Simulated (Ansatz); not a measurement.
Input for Ansatz (a program for electronic structure): U-CCSD(T)/def2-SVP on GeS, a point of a bond scan (R = 4.666 Å). The run froze 19 orbitals, filled d shells among them.

Ansatz 0.2 input:
```yaml
crystal:
  periodic: [false, false, false]
  atoms:
    - {symbol: Ge, position_ang: [-0.00000000, -0.00000000, -0.67616527]}
    - {symbol: S, position_ang: [0.00000000, 0.00000000, 3.98937507]}
basis:
  gaussian:
    orbitals: def2-SVP
correlation: {method: ccsd_t, electrons: outside_noble_gas}
scf: {omitted_lower_state_checks: [cluster_reference]}
magnetization: {spin_polarized: true, initial_magnetization: 0}
```

It printed:

```
WARN ansatz: RAYON_NUM_THREADS=1 ignored (pool sized by the plan → 1); use --threads N
Functional definition: HF
these checks for a lower state are left out or cut short: cluster_reference
integrals: 0.03 GiB planned
474 factors; integrals over basis functions are off by at most 5.0e-5 eV
mean field: 0.16 GiB planned
mean field evaluation 1: about -67255.6345 eV, gradient 2.4e1 eV
mean field evaluation 2: about -67255.6354 eV, gradient 2.4e1 eV
mean field evaluation 4: about -67164.4723 eV, gradient 6.2e1 eV
mean field evaluation 8: about -67274.2061 eV, gradient 2.6e0 eV
mean field evaluation 16: about -67274.2822 eV, gradient 9.2e-7 eV
mean field evaluation 32: about -67277.1983 eV, gradient 1.2e-2 eV
mean field evaluation 64: about -67277.2018 eV, gradient 4.7e-3 eV
mean field evaluation 96: about -67278.1446 eV, gradient 3.9e-3 eV
mean field evaluation 128: about -67278.1170 eV, gradient 1.4e-1 eV
mean field evaluation 160: about -67275.8564 eV, gradient 1.5e1 eV
mean field evaluation 192: about -67278.1440 eV, gradient 4.8e-2 eV
mean field evaluation 224: about -67278.1040 eV, gradient 8.3e-1 eV
mean field evaluation 256: about -67277.1575 eV, gradient 5.1e-1 eV
mean field evaluation 288: about -67277.1700 eV, gradient 3.2e-3 eV
mean field evaluation 320: about -67278.0954 eV, gradient 4.3e-1 eV
mean field evaluation 352: about -67278.1031 eV, gradient 2.6e-1 eV
mean field evaluation 384: about -67278.0909 eV, gradient 4.7e-6 eV
mean field evaluation 416: about -67278.0839 eV, gradient 3.7e-1 eV
mean field evaluation 448: about -67277.1614 eV, gradient 4.3e-1 eV
mean field evaluation 480: about -67278.1107 eV, gradient 6.4e-7 eV
mean field evaluation 512: about -67270.0108 eV, gradient 3.9e0 eV
mean field evaluation 544: about -67277.2004 eV, gradient 1.2e-1 eV
mean field -67278.14457923 eV, -2472.4262105225 hartree, gradient 4.0e-6 eV, S^2 2.015340; 24 other end points of the search recorded, 0 dependent functions left out
19 core orbitals not correlated
reference -67278.14457923 eV, -2472.4262105225 hartree; 5, 5 occupied and 26, 26 virtual orbitals, 474 factors
second order -3.35541998 eV of doubles, -0.00000000 eV of singles
coupled cluster: 0.08 GiB planned
cycle   1  -4.03699064 eV  change   -6.8e-1 eV  update   6.2e-2
cycle   2  -4.27599297 eV  change   -2.4e-1 eV  update   2.2e-2
cycle   3  -4.28439250 eV  change   -8.4e-3 eV  update   4.8e-3
cycle   4  -4.28608519 eV  change   -1.7e-3 eV  update   1.3e-3
cycle   5  -4.28632965 eV  change   -2.4e-4 eV  update   7.3e-4
cycle   6  -4.28598800 eV  change    3.4e-4 eV  update   4.6e-4
cycle   7  -4.28593860 eV  change    4.9e-5 eV  update   3.4e-4
cycle   8  -4.28616189 eV  change   -2.2e-4 eV  update   1.9e-4
cycle   9  -4.28606999 eV  change    9.2e-5 eV  update   5.4e-5
cycle  10  -4.28608761 eV  change   -1.8e-5 eV  update   2.7e-5
cycle  11  -4.28607685 eV  change    1.1e-5 eV  update   1.7e-5
cycle  12  -4.28608875 eV  change   -1.2e-5 eV  update   8.7e-6
coupled cluster: 0.08 GiB planned
perturbative correction -0.05466984 eV, -0.0020090796 hartree
Total energy: -67282.48533783 eV, -2472.5857304586 hartree
Checks for a lower state left out: cluster_reference
```

Self-consistency was reached. Its determinant has ⟨S²⟩ = 2.02, a mixture of spin states.

Cost: about 11 core-seconds (a rough figure).
